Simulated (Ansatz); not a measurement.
C7H6MoO5S (`C[S+](C)[Mo-6]([C]#[O+])([C]#[O+])([C]#[O+])([C]#[O+])[C]#[O+]`). Total charge 0; spin multiplicity 1. Mo takes the def2 core potential. Geometry: relaxed with PBE0-D4/def2-TZVP. It is one conformer, not always the lowest.

```xyz
20

C     0.490    2.415    0.255
S    -0.836    1.202    0.264
C    -1.009    0.984    2.039
Mo    0.044   -0.975   -0.746
C     0.705   -2.660   -1.549
O     1.094   -3.634   -2.007
C     1.145    0.057   -2.116
O     1.773    0.606   -2.894
C     1.620   -0.966    0.537
O     2.508   -0.969    1.256
C    -1.539   -0.996   -2.041
O    -2.410   -1.035   -2.774
C    -1.034   -2.083    0.581
O    -1.625   -2.731    1.310
H     0.156    3.322    0.761
H     0.712    2.646   -0.786
H     1.383    2.017    0.737
H    -1.799    0.251    2.200
H    -0.081    0.618    2.478
H    -1.299    1.932    2.495
```

Q: What is the dipole moment at ωB97M-V/def2-TZVPP? (Best estimate.)

A: Computed: 5.29 D, with components (-0.66, 4.35, 2.94) D in this frame, pointing from negative to positive charge.

Q: And with PBE, r2SCAN, B3LYP? (An estimate is asked.)

A: Ansatz gave: PBE 5.36 D, r2SCAN 5.55 D, B3LYP 5.47 D.

Q: Give the Mulliken charges with ωB97M-V, r2SCAN, PBE in def2-TZVPP. (Estimate.)

A: Ansatz gave: 
```json
{"atom": "C1", "ωB97M-V": "-0.34", "r2SCAN": "-0.15", "PBE": "-0.25"}
{"atom": "S2", "ωB97M-V": "0.12", "r2SCAN": "0.02", "PBE": "0.04"}
{"atom": "C3", "ωB97M-V": "-0.35", "r2SCAN": "-0.15", "PBE": "-0.25"}
{"atom": "Mo4", "ωB97M-V": "-0.46", "r2SCAN": "-0.05", "PBE": "-0.29"}
{"atom": "C5", "ωB97M-V": "0.11", "r2SCAN": "0.06", "PBE": "0.03"}
{"atom": "O6", "ωB97M-V": "-0.11", "r2SCAN": "-0.13", "PBE": "-0.06"}
{"atom": "C7", "ωB97M-V": "0.11", "r2SCAN": "0.05", "PBE": "0.03"}
{"atom": "O8", "ωB97M-V": "-0.08", "r2SCAN": "-0.10", "PBE": "-0.03"}
{"atom": "C9", "ωB97M-V": "0.09", "r2SCAN": "0.05", "PBE": "0.02"}
{"atom": "O10", "ωB97M-V": "-0.09", "r2SCAN": "-0.11", "PBE": "-0.04"}
{"atom": "C11", "ωB97M-V": "0.16", "r2SCAN": "0.09", "PBE": "0.06"}
{"atom": "O12", "ωB97M-V": "-0.07", "r2SCAN": "-0.09", "PBE": "-0.02"}
{"atom": "C13", "ωB97M-V": "0.11", "r2SCAN": "0.05", "PBE": "0.03"}
{"atom": "O14", "ωB97M-V": "-0.08", "r2SCAN": "-0.10", "PBE": "-0.03"}
{"atom": "H15", "ωB97M-V": "0.15", "r2SCAN": "0.09", "PBE": "0.12"}
{"atom": "H16", "ωB97M-V": "0.15", "r2SCAN": "0.10", "PBE": "0.13"}
{"atom": "H17", "ωB97M-V": "0.15", "r2SCAN": "0.09", "PBE": "0.12"}
{"atom": "H18", "ωB97M-V": "0.15", "r2SCAN": "0.10", "PBE": "0.13"}
{"atom": "H19", "ωB97M-V": "0.15", "r2SCAN": "0.09", "PBE": "0.12"}
{"atom": "H20", "ωB97M-V": "0.15", "r2SCAN": "0.09", "PBE": "0.12"}
```

B3LYP here is the variant with VWN-RPA as its local correlation; programs differ in this.
